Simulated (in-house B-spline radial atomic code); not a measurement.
One electron outside the [Xe] 4f14 5d10 6s2 core: neutral thallium

Computed with an all-electron radial atomic-structure program (B-spline basis), no-pair Dirac-Coulomb Hamiltonian, finite nucleus. Rungs: frozen-core Dirac-Hartree-Fock (DHF); Brueckner orbitals from the second-order correlation potential; the same with the Coulomb interaction screened by the core and the hole-particle interaction summed; Breit and QED terms from differences of relaxed Dirac-Fock atoms, where computed. Partial waves beyond l = 6 are extrapolated. The tables show a selection of states; those near core-excited levels, with erratic corrections or far from their DHF start are never shown.

The outer s² shell of this core is soft: its mixing with p² is only treated to second order, so levels can be several per cent off.

Command:
```bash
python run_mb.py task.json out
```
Settings (nuclear radius in fm, box in bohr, cutoff in hartree):
```
basis_form          2
Z                   81
core_configuration  [Xe] 4f14 5d10 6s2
rms_radius          5.4759
mass_number         205
speed_of_light      137.036
box_radius          166.387
lmax                6
intervals           72
virtual_cutoff      13122.0
```

Run time, properties included: 6.9 min on 1 thread of Arm Neoverse V1, with other jobs on the host.

Removal energies (cm⁻¹):

```json
{"state": "6p1/2", "DHF": "43824", "second order": "51885", "screened": "51553", "Breit + QED": "-82.3", "final": "51471", "measured": "49267"}
{"state": "6p3/2", "DHF": "36636", "second order": "?", "screened": "?", "Breit + QED": "?", "final": "?", "measured": "?"}
{"state": "7s1/2", "DHF": "21109", "second order": "23403", "screened": "22816", "Breit + QED": "-25.9", "final": "22790", "measured": "22789"}
{"state": "7p1/2", "DHF": "14276", "second order": "?", "screened": "?", "Breit + QED": "?", "final": "?", "measured": "?"}
{"state": "7p3/2", "DHF": "13357", "second order": "14339", "screened": "14213", "Breit + QED": "-2.89", "final": "14210", "measured": "14106"}
{"state": "6d3/2", "DHF": "12218", "second order": "13438", "screened": "13333", "Breit + QED": "1.82", "final": "13335", "measured": "13149"}
{"state": "6d5/2", "DHF": "12167", "second order": "13329", "screened": "13180", "Breit + QED": "2.43", "final": "13183", "measured": "13067"}
{"state": "8s1/2", "DHF": "10040", "second order": "10687", "screened": "10537", "Breit + QED": "-8.58", "final": "10529", "measured": "10521"}
```

What does correlation do to 7p1/2?

It adds 1092 cm⁻¹ to the removal energy in second order and 948.9 cm⁻¹ with screening; Breit and QED add -12.7 cm⁻¹, for a final 15212 cm⁻¹ (measured 15107).

What does correlation do to 6p3/2?

It adds 7087 cm⁻¹ to the removal energy in second order and 6493 cm⁻¹ with screening; Breit and QED add 6.36 cm⁻¹, for a final 43135 cm⁻¹ (measured 41474).

How much does each rung gain against experiment?

Mean relative error over all 12 computed levels with a measured value, shown above or not (NIST Handbook of Basic Atomic Spectroscopic Data (Sansonetti and Martin, J. Phys. Chem. Ref. Data 34, 1559 (2005))): DHF 6.46 %, second order 2.24 %, screened, with Breit and QED where computed, 1.25 %.

Magnetic hyperfine constants per unit nuclear g factor (MHz, nucleus as a uniformly magnetised ball; they apply to isotopes with nuclear spin):

| state | DHF | + core polarisation | + Brueckner |
| --- | --- | --- | --- |
| 6p1/2 | 5357 | 6654 | 7386 |
| 7s1/2 | 2320 | 3260 | 4169 |
| 7p1/2 | 597.1 | 616.4 | 654.2 |
| 8s1/2 | 778.8 | 1077 | 1297 |

What is the static scalar polarisability of 6p1/2?

45.02 bohr³: 24.1 from the core and 20.93 from the valence electron, Pauli blocking included. Recommended: 50 bohr³ (Schwerdtfeger and Nagle, table of static dipole polarizabilities (2023 update)).
